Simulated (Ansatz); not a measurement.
ClRb, charge +1, doublet, at a GFN2-xTB geometry (such geometries of metal compounds can be far from the true shape) (a state made from the parent by changing its charge; the spin is typed, not shown lowest) (all electrons, no relativity), with bond 2-1 at 1.4 times its length; Ansatz (an electronic-structure program) with CASSCF(3,3)/STO-3G.

Ansatz was given this input:
Ansatz 0.2 input:
```yaml
crystal:
  periodic: [false, false, false]
  atoms:
    - {symbol: Rb, position_ang: [-0.00000000, -0.00000000, -1.02590234]}
    - {symbol: Cl, position_ang: [0.00000000, 0.00000000, 3.53634571]}
basis:
  gaussian:
    orbitals: STO-3G
hamiltonian:
  xc: hf
total_charge: 1
correlation: {active_space: {window: {electrons: 3, orbitals: 3}}}
magnetization: {spin_polarized: false, initial_magnetization: 1}
```

Q: Predict the main parts of the log of this Ansatz run.

A: 
```
Functional definition: HF
291 factors; integrals over basis functions are off by at most 3.1e-5 eV
mean field evaluation 1: about -91489.7419 eV, gradient 6.5e0 eV
mean field evaluation 2: about -91489.7420 eV, gradient 6.5e0 eV
mean field evaluation 4: about -91489.8758 eV, gradient 9.2e-2 eV
mean field evaluation 8: about -91489.8758 eV, gradient 5.9e-7 eV
mean field evaluation 16: about -91489.7962 eV, gradient 7.2e-7 eV
mean field evaluation 32: about -91489.7962 eV, gradient 1.8e-3 eV
mean field -91489.87583113 eV, -3362.1909227289 hartree, gradient 5.9e-7 eV, S^2 0.750000; 8 other end points of the search recorded, 0 dependent functions left out
reference -91489.87583113 eV, -3362.1909227289 hartree; 27, 26 occupied and 4, 5 virtual orbitals, 291 factors
state -91489.92408015 eV, -3362.1926958477 hartree
Total energy: -91489.92408015 eV, -3362.1926958477 hartree
```
